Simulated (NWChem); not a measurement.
Molecule: C₂H₆ClFSi; SMILES CC[SiH](F)Cl

```xyz
11

Si     0.5746     0.1357    -0.4986
F      1.7454    -0.0262     0.6359
Cl    -0.7075     1.6372     0.1479
C     -0.3677    -1.4725    -0.6478
C     -1.0518    -1.9248     0.6500
H      1.2319     0.5856    -1.7651
H     -1.1076    -1.3410    -1.4682
H      0.3554    -2.2372    -1.0101
H     -1.7717    -1.1614     1.0076
H     -1.6064    -2.8738     0.5073
H     -0.3106    -2.0854     1.4586
```
Atoms are numbered in this order, from 1.

Program: NWChem. Pople sets run with spherical d functions. Coordinates come from a PBE-D3(BJ)/def2-SVP optimisation.

### Question
Among these, which level gives the highest value of “highest occupied level (eV)”?
(A) TPSS/6-311G**
(B) TPSS/6-31G*
(C) TPSS/STO-3G
(D) TPSS/6-311++G**

### Answer
C, TPSS/STO-3G. Values: TPSS/6-311++G** -7.62; TPSS/6-311G** -7.61; TPSS/6-31G* -7.42; TPSS/STO-3G -4.09
